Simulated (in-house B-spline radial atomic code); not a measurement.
RPA and G0W0 for Ag⁺, [Kr] 4d10, as one setting changes: the share of exact exchange in the PBE hybrid start. A dash marks a level of low quasi-particle weight. Computed with an all-electron radial atomic-structure program (B-spline basis): all electrons, scalar-relativistic (spin-free one-electron X2C), finite nucleus, each spin shell either full or empty, empty states to l = 9 with an (l + 1/2)⁻⁴ tail; G0W0 by contour deformation at full frequency.

```
share of exact exchange in the PBE hybrid start  mean-field level (eV)  G0W0 level (eV)  RPA correlation (Eh)
                                              0                -15.637                -               -3.6098
                                            0.1                -16.359                -               -3.5735
                                            0.2                -17.088       4d -21.707               -3.5389
                                            0.3                -17.825       4d -21.765               -3.5056
                                            0.4                -18.569       4d -21.787               -3.4735
                                            0.5                      ?                ?                     ?
                                            0.6                -20.077       4d -21.775               -3.4126
                                            0.7                      ?                ?                     ?
                                            0.8                -21.612       4d -21.715               -3.3554
                                            0.9                -22.389       4d -21.673                -3.328
                                              1                -23.172       4d -21.624               -3.3014
```

(1) What belongs in the row for 0.7?

(2) What belongs in the row for 0.5?

(3) At what share of exact exchange does G0W0 leave the highest level unchanged?

## Answers

(1) mean-field level (eV): -20.841; G0W0 level (eV): 4d -21.749; RPA correlation (Eh): -3.3835.

(2) mean-field level (eV): -19.319; G0W0 level (eV): 4d -21.789; RPA correlation (Eh): -3.4425.

(3) Near 0.81, where the shift changes sign (-0.103 eV at 0.8, +0.716 eV at 0.9).
